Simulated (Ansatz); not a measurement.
CH$_{3}$NSSi, SMILES `N=C1[SiH2]S1`, relaxed with RKS PBE0-D4/def2-TZVP in Ansatz 0.2.0 from a PBE-D4/def2-SVP geometry. The force threshold is 0.005 eV/Å; the program also tests the step.

Total charge 0; spin multiplicity 1.

Start:

```xyz
7

N    -0.310   -1.789   -0.544
C    -0.154   -0.553   -0.334
Si    0.324    0.849    0.761
S    -0.379    1.036   -1.278
H    -0.659   -2.000   -1.496
H    -0.587    1.307    1.859
H     1.766    1.150    1.033
```

(1) How much energy does the relaxation release, and in how many steps? (An estimate is asked.)

(2) Which bonds change most? (An estimate is asked.)

(3) Give the relaxed structure. (Estimate.)

Answers

(1) The calculation gave: 1.09 kcal/mol, in 6 steps.

(2) The calculation gave: Si3–S4 from 2.165 to 2.125 Å; C2–S4 from 1.862 to 1.826 Å; C2–Si3 from 1.842 to 1.820 Å; Si3–H6 from 1.498 to 1.479 Å.

(3) The calculation gave: 
```xyz
7

N    -0.309   -1.768   -0.544
C    -0.150   -0.548   -0.323
Si    0.320    0.845    0.750
S    -0.372    1.008   -1.252
H    -0.652   -1.969   -1.484
H    -0.582    1.293    1.834
H     1.745    1.138    1.018
```
